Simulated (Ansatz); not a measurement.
Isolated molecules relaxed with PBE0-D4/def2-TZVP in Ansatz; ΔE leaves out vibrations. CCSD(T)/CBS is the MP2 limit (def2-TZVPP, def2-QZVPP) plus CCSD(T) − MP2 in def2-TZVPP, frozen cores. DFT in def2-TZVPP. B3LYP here is the variant with VWN-RPA as its local correlation; programs differ in this. Each species was taken in one conformer, which may not be the lowest.

`FC(F)C(F)(F)C(F)C(F)(F)F` + `OC(F)CF` → `FCC(F)OC(F)F` + `FC(F)C(F)C(F)(F)F`  (substitution at a C–C bond)

(1) Is it downhill or uphill in electronic energy at CCSD(T)/CBS, and by how much? (Best estimate.)

(2) What do these levels give: PBE-D4, r2SCAN-D4, ωB97X-V, ωB97M-V, r2SCAN, B3LYP, HF/def2-TZVPP, MP2/def2-TZVPP, MP2/def2-QZVPP, SCS-MP2/def2-QZVPP, MP2/CBS(def2), CCSD/CBS(def2)? (Estimate.)

Largest T1 diagnostic among the species: 0.012.

Answers

(1) Computed: Downhill: ΔE = -6.0 kJ/mol.

(2) Computed: PBE-D4 -7.1, r2SCAN-D4 -6.6, ωB97X-V -8.1, ωB97M-V -5.8, r2SCAN -7.6, B3LYP -16.4, HF/def2-TZVPP -29.4, MP2/def2-TZVPP -8.5, MP2/def2-QZVPP -7.1, SCS-MP2/def2-QZVPP -10.3, MP2/CBS(def2) -5.8, CCSD/CBS(def2) -8.3 kJ/mol.

The D4 term adds +5.6 kJ/mol with B3LYP and +3.1 kJ/mol with PBE0; it sums over pairs of atoms, weighted by their polarisabilities, and B3LYP, whose exchange is more repulsive, gets the larger term. In def2-TZVPP, CCSD(T) changes the Hartree–Fock value by +20.6 kJ/mol (the triples alone add +2.3 kJ/mol) and MP2 by +20.9 kJ/mol.
